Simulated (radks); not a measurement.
Results of a calculation; reference values are marked as such.
Q: Species: Ba2+. Configuration: [Xe]. Level of theory: scalar-relativistic Kohn-Sham, PBE, spin-unpolarised, spherical densities, point nucleus (a radial shooting solver on a logarithmic mesh with Libxc functionals). Some entries of the table are withheld. Estimate them.

orbital,occ.,eigenvalue (eV),<1/r> (bohr^-1)
1s,2,(1),60.70
2s,2,-5901.903,13.96
2p,6,-5293.418,13.27
3s,2,(2),5.044
3p,6,-1060.651,(3)
3d,10,-777.4614,4.535
4s,2,-256.4004,2.083
4p,6,-193.4906,1.919
4d,10,-102.1597,(4)
5s,2,-45.9819,0.8065
5p,6,-30.9072,0.6859
6s,0,(5),0.3255
4f,0,(6),0.9565

A: 
(1) 1s eigenvalue (eV): -37272.92
(2) 3s eigenvalue (eV): -1255.697
(3) 3p <1/r> (bohr^-1): 4.784
(4) 4d <1/r> (bohr^-1): 1.655
(5) 6s eigenvalue (eV): -12.3415
(6) 4f eigenvalue (eV): -10.3511
